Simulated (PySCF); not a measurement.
Property card for `B(C#C)OC`

Species: C3H5BO.
Geometry (PBE0-D3(BJ)/def2-SVP, Å), atoms numbered from 1 in this order:
```
atom  x, y, z in Å
C1     2.0774   -0.7474    0.2076
C2     1.2004    0.0941    0.1273
B3     0.1141    1.1768    0.0283
O4    -1.1737    0.8744   -0.2106
C5    -1.6308   -0.4478   -0.3872
H6     2.8535   -1.4886    0.2802
H7     0.3836    2.3462    0.1620
H8    -1.3915   -1.0738    0.4868
H9    -1.1758   -0.9094   -1.2777
H10   -2.7210   -0.4168   -0.5186
```

Among its groups: alkyne and three-coordinate boron.

PBE0-D3(BJ)/def2-SVP geometry optimisation, gas phase (PySCF):

- Rotational constants A, B, C: 12.227, 3.319, 2.655 GHz

**wB97X-D/def2-SVPD ground state, ΔSCF and vertical TDDFT (core frozen in the response) (PySCF)**

- Dipole moment: 2.05 D
- HOMO energy: -10.15 eV
- LUMO energy: 0.50 eV
- HOMO–LUMO gap: 10.65 eV
- Lowest singlet excitation: 5.10 eV (243 nm, f = 0.000)
- Strongest line among the 10 lowest singlet transitions: S9 at 8.53 eV (145 nm, f = 0.417)
- Lowest triplet excitation (Tamm–Dancoff): 4.59 eV
- Static isotropic polarisability: 53.0 au
- Vertical ionisation energy: 10.67 eV
- Electronic spatial extent ⟨r²⟩ about the centre of nuclear charge: 462 bohr²

From CAM-B3LYP/pcSseg-2 ground state and GIAO shieldings, non-relativistic (PySCF):

* 13C chemical shifts (computed TMS as zero) by class: 111.5 (C1), 93.2 (C2), 58.3 (C5) ppm
* 1H chemical shifts (computed TMS as zero) by class: 4.70 (H7), 3.89 (H8/H9/H10), 3.11 (H6) ppm
* Isotropic shieldings of nuclei other than C and H, by class: 60 (B3), 153 (O4) ppm

**B3LYP/pcJ-1 indirect spin-spin coupling, non-relativistic, gas phase; spin–dipole term left out for some pairs (PySCF)**

- Largest of the computed one-bond spin–spin couplings (means over like bonds): 13C–1H +262.8 (C1–H6), 11B–1H +168.0 (B3–H7), 13C–13C +159.4 (C1–C2), 13C–1H +149.7 (C5–H8 and 2 like it), 13C–11B +98.8 (C2–B3), 17O–13C +19.5 (O4–C5), 17O–11B -4.1 (O4–B3) Hz

Monoisotopic mass (most abundant isotopes): 68.0433 u.

No computed singlet falls in the visible range (750 to 380 nm, 1.65 to 3.26 eV); S1 lies 1.84 eV above its blue end. The vertical singlet–triplet gap S1 − T1 is 0.51 eV (TDDFT singlet less Tamm–Dancoff triplet; S1: HOMO→LUMO, weight 0.96; T1: HOMO−1→LUMO, weight 0.84). In wavenumbers S1 is 41100 cm⁻¹ (1 eV = 8065.54 cm⁻¹). The polarisability is 7.86 Å³ as a volume (1 au = 0.148185 Å³), or 1.47 au for each of the 36 electrons. S1 lies 5.55 eV below the HOMO–LUMO gap; its leading configuration is HOMO→LUMO, weight 0.96. With B = h/(8π²I), that is 505.379 GHz u Å² over I, the principal moments of inertia are 41.3, 152.3 and 190.4 u Å² (most abundant isotopes); the inertial defect Ic − Ia − Ib is -3.2 u Å² (zero for a rigid planar frame, negative otherwise). The largest Löwdin shares of the HOMO are 0.42 on C1, 0.40 on C2, 0.07 on B3 and 0.04 on H7. The dipole equals about 6.8 × 10⁻³⁰ C·m (1 D = 3.33564 × 10⁻³⁰ C·m).

One conformer stands for the species.
